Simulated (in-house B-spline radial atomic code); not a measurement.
Configurations of Kr III (Kr2+), with energies counted from [Ar] 3d10 4s2 4p4. All numbers are computed (scalar-relativistic (X2C) BHandHLYP, spin-polarised, spherical fractional occupations, exact exchange averaged over the configuration; Fermi nucleus of rms radius 4.1884 fm) with an all-electron radial atomic-structure program (B-spline basis), not measured. Shells without spins written out take the highest spin.

Occupations are held fixed; configurations that lie above the ionisation limit could autoionise.

```
        configuration  E - E(ref) (eV)  highest orbital  its <r> (bohr)
    [Ar] 3d10 4s1 4p5           15.948          4p down           1.762
[Ar] 3d10 4s2 4p3 5d1           26.439            5d up           5.959
[Ar] 3d10 4s1 4p4 4d1           32.369            4d up           2.484
[Ar] 3d10 4s1 4p4 5d1           42.044            5d up           5.896
```

(1) Order these further configurations by energy, lowest first.
A. [Ar] 3d10 4s1 4p4 4f1
B. [Ar] 3d10 4s1 4p4 5s1
C. [Ar] 3d10 4s2 4p3 4d1
D. [Ar] 3d9 4s2 4p4 5f1

## Answers

(1) C (17.037 eV), B (33.414 eV), A (43.11 eV), D (115.27 eV).
